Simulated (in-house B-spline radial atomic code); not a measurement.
N³⁺. Computed with a B-spline radial atomic code. Model: all-electron spherical atom, spin shells full or empty, radial basis limit, no spin-orbit coupling: exact exchange with a local potential (Slater, KLI or optimised effective potential, whose far tail is KLI's), no correlation.

The run also made RPA and GW results, which its time includes.

The Slater potential averages the orbital exchange potentials with the orbital densities as weights, KLI adds orbital constants, and the optimised effective potential minimises the exact-exchange energy among local potentials. So their energies lie above Hartree-Fock in the order OEP, KLI, Slater. All fall off as −1/r, unlike LDA and GGA exchange.

Command:
```bash
python run_gw.py task.json out
```
Settings (nuclear radius in fm, other lengths in bohr, energies in hartree):
```
Z                      7
electrons              4
configuration          [He] 2s2
hamiltonian            x2c
method                 kli
lmax                   9
rms_radius             2.5582
spin_polarised         False
box_radius             14.14
intervals              104
ion_configuration      [He] 2s1
```

Run time, properties included: 5.2 s on 1 thread of Arm Neoverse N1 (shared host).

Given: hamiltonian one-electron scalar X2C; mean-field start exchange-only KLI.

Computed: energy above Hartree-Fock 1.0353 millihartree.

```csv
radius (bohr),r times exchange potential (hartree bohr)
0.00714,-0.042747
0.00844,-0.050494
0.00997,-0.059591
0.0118,-0.070435
0.0139,-0.082819
0.0165,-0.098058
0.0194,-0.11492
0.023,-0.1356
0.0272,-0.15937
0.0321,-0.18655
0.0379,-0.21786
0.0448,-0.2538
0.0529,-0.29405
0.0626,?
0.0739,-0.38795
0.0873,?
0.103,-0.49274
0.122,-0.54609
0.144,-0.5945
0.17,-0.63554
0.201,-0.66532
0.238,-0.67902
0.281,-0.6715
0.332,-0.63696
0.392,-0.57201
0.464,-0.50149
0.548,-0.50863
0.647,-0.60302
0.765,-0.71364
0.904,-0.80755
1.07,-0.88202
1.26,-0.93444
1.49,-0.96908
1.76,-0.9878
2.08,-0.99615
2.46,-0.99908
2.91,-0.99984
```

What belongs in the row 0.0626?

r times exchange potential (hartree bohr): -0.33933.

What belongs in the row 0.0873?

r times exchange potential (hartree bohr): -0.43981.

| occupied | level (hartree) | Hartree-Fock level (hartree) |
| --- | --- | --- |
| 1s | -17.174 | -18.129 |
| 2s | -2.7675 | -2.7684 |

```tsv
empty	level (hartree)
2p	-2.3656
3s	?
3p	-0.97948
3d	-0.90261
```

What belongs in the row 3s?

level (hartree): -1.0832.
